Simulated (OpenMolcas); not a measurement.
Er3+ among 6 point charges of -1 e arranged as an octahedron (Oh), 2.68 Å from the ion.

* Program: OpenMolcas
* Method: CASSCF
* Basis: ANO-RCC-VDZP [7s6p4d2f1g]
* Scalar Hamiltonian: DKH2, point nucleus
* Active space: 11 electrons in 7 orbitals (4f)
* State averaging: 2S+1 = 4 odd, 35 roots (30 in the spin-orbit step); 2S+1 = 2 odd, 73 roots kept (CI in the orbitals of an earlier block)
* Spin-orbit coupling: state interaction with AMFI integrals over the reference wave functions

**Question.** What is the spin-free ground state (labels of O, the rotations of Oh)?

**Answer.** 4A1, 1-fold in its orbital part, 100 % from free-ion I terms; it has the highest spin that f11 allows.

**Question.** Where is the first state of the same spin?

**Answer.** 4T1 at 10.7 cm-1 above the ground state.

**Question.** What are the lowest two levels with spin-orbit coupling?

**Answer.** A 4-fold level Γ8, then a 4-fold level Γ8 16.7 cm-1 above it. Their leading multiplicities are 4 (98 %) and 4 (98 %).

**Question.** What is χT at 300 K, and how does it compare with the textbook value?

**Answer.** Hund's rules give f11 the level 4I15/2 with g = 1.200, so an isolated free-ion multiplet has χT = g² J(J+1) / 8 = 11.475 cm3 K/mol. The computed 11.431 at 300 K differs by 0 %, through the field's splitting, the mixing of terms and any other multiplet in reach.

High states are left out of the spin-orbit mixing, which shifts the levels that they would mix with. Point charges carry no covalency, so the field is a model and not that of real ligands. A group larger than the point group allows holds several states that coincide in this model. The first state left out of the spin-orbit step lies near 47000 cm-1 above the lowest spin-free state of the reference (among the parities and spins computed), and the lists stop at four fifths of that energy or lower. No measured value stands beside these numbers.
